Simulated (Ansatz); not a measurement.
## A small benchmark: atomisation enthalpy at 298 K

6 molecules with two or more fluorines; the atomisation enthalpy at 298 K in kJ/mol, computed less measured. Shapes, held fixed at every level: PBE0-D4/def2-TZVP. Thermal terms are harmonic and unscaled (PBE0-D4/def2-TZVP); the spin-orbit lowering of the free atoms is taken from their spectra. Programs: Ansatz 0.2.0. Measured values: Active Thermochemical Tables, NIST-JANAF tables.

Levels: A = r2SCAN/aug-cc-pVDZ; B = CCSD(T)/def2-SVP; C = CCSD(T)/CBS estimate.

```csv
molecule,from tabulated heats,A,B,C
BF3 (SMILES FB(F)F),1944,-53,-77,-7
SOF2 (thionyl fluoride),1229,-72,-238,+41
CF4 (tetrafluoromethane),1968,-19,-93,-3
CH2F2 (difluoromethane),1763,-23,-95,-1
SiH2F2 (SMILES F[SiH2]F),1836,-127,-178,-9
C2H2F2 (vinylidene fluoride),2361,-5,-99,+10
```

(1) Sum up the errors.

Results:

(1) 
```csv
level,kind,mean error,mean absolute error,worst case
r2SCAN/aug-cc-pVDZ,meta-GGA,-49.8,49.8,SiH2F2
CCSD(T)/def2-SVP,coupled cluster or CI,-130.0,130.0,SOF2
CCSD(T)/CBS estimate,coupled cluster or CI,+5.2,11.8,SOF2
```

On this set CCSD(T)/CBS estimate has the smallest mean absolute error and CCSD(T)/def2-SVP the largest. r2SCAN/aug-cc-pVDZ is too low in 6 of 6; CCSD(T)/def2-SVP is too low in 6 of 6. Heats of the atoms come from ATcT where it has them, that of boron, 570 kJ/mol, from recent work. The levels differ in basis as well as in method. The tabulated values of SOF2, SiH2F2, C2H2F2 are in doubt (older tables, estimates, or at odds with other calculations) and kept here. Over the 3 molecules whose values aren't doubted the mean absolute errors are A 31.7; B 88.3; C 3.7. Correlated wave functions converge slowly with the basis. The CBS estimate extrapolates MP2 from def2-TZVPP and def2-QZVPP and adds CCSD(T) − MP2 in the triple-zeta set, cores frozen. The set is small.
